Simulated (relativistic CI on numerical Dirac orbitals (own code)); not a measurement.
## Ti+ in a cubic cluster: 1s photoemission with charge transfer

Computed with a charge-transfer multiplet model of a cubic metal-ligand cluster with up to 2 ligand holes, Slater and spin-orbit integrals from Dirac-Coulomb-Breit ions, Slater integrals scaled by 0.9. The parameters are those of a tetrahedral site (10Dq negative, t2 hopping the larger). The ground state mixes d3 with configurations of k ligand holes L, whose averages lie at kΔ + k(k − 1)U_dd/2; a core hole lowers each added d electron by U_cd. 300 K, Lorentzian 1.1 eV and Gaussian 0.6 eV FWHM.

Atomic integrals in eV (Slater integrals scaled, ζ unscaled), ground: F2dd 6.085, F4dd 3.735, zeta_d 0.009; with the core hole: F2dd 8.110, F4dd 5.042, zeta_d 0.020, G2cd 0.031.

Cluster parameters (eV): Δ = 10.4, U_dd = 5.9, U_cd = 6.6, 10Dq = -0.3, 10Dq(ligand) = 0, final-state hopping factor = 1.

| Case | n_d | d3 | d4L | d5L2 | S |
| --- | --- | --- | --- | --- | --- |
| V(eg) = 0.6 eV, V(t2g) = -1.02 eV | 3.05 | 0.95 | 0.05 | 0.00 | 1.50 |
| V(eg) = 1.5 eV, V(t2g) = -2.55 eV | 3.24 | 0.78 | 0.21 | 0.01 | 1.50 |

Weights, n_d and S are thermal averages at 300 K. Binding energies count from the first peak over 30 % of the highest in each spectrum, which can be another peak from case to case. The parameters are a model scan and need not match a compound or its usual spin state. Peaks in eV (height, largest 100):
- V(eg) = 0.6 eV, V(t2g) = -1.02 eV: 0.0 (100), 4.1 (8)
- V(eg) = 1.5 eV, V(t2g) = -2.55 eV: 0.0 (100), 10.7 (7)

For the case V(eg) = 0.6 eV, V(t2g) = -1.02 eV, Δ = 10.4 eV is larger than U_dd = 5.9 eV, the Mott-Hubbard side of the Zaanen-Sawatzky-Allen scheme. With the core hole the average of the configuration with one ligand hole lies at Δ − U_cd = 3.8 eV before mixing: it stays above the unscreened one, so the lowest final states keep mostly the nominal d count.
